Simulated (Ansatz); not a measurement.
The cluster Hf4, relaxed as a singlet with RKS PBE-D4/def2-SVP in Ansatz, starting from the GFN2-xTB geometry. Force threshold 0.02 eV/Å.

In the def2 sets Hf takes a core potential; there is no spin–orbit coupling. The restricted singlet is unstable towards broken spin symmetry at other levels; at PBE-D4/def2-SVP this wasn't settled. The relaxation made no stability test and no search for a lower SCF solution. No other spin state of charge 0 was run. Another isomer (quintet) lies 1.39 eV lower at PBE0-D4/def2-TZVP; other spin states weren't run for this one.

Start:

```xyz
4

Hf   -2.206    0.470   -1.135
Hf    2.163   -0.410    1.238
Hf    0.677    1.543   -0.674
Hf   -0.634   -1.603    0.571
```

**Question.** Estimate the energy that the relaxation releases and the steps that it takes.

**Answer.** 3.20 eV, in 6 steps; 17 s on 4 threads of Arm Neoverse V1 on a shared host. No frequencies were taken in this run, so the end may be a saddle point.

**Question.** Does the start keep its bonding and symmetry?

**Answer.** By distances, no bond broke or formed. The bond that changes most is Hf3–Hf4, from 3.63 to 2.74 Å (atoms count from 1). Point group C2v at the start, D2h at the end, both within 0.05 Å.

**Question.** Predict the relaxed structure.

**Answer.** 
```xyz
4

Hf   -2.0159    0.4065   -1.0943
Hf    2.0155   -0.4059    1.0953
Hf    0.4949    1.1873   -0.4707
Hf   -0.4945   -1.1879    0.4696
```
Bond lengths (bridged metal pairs left out): 5 × Hf–Hf 2.70 to 2.74 Å.
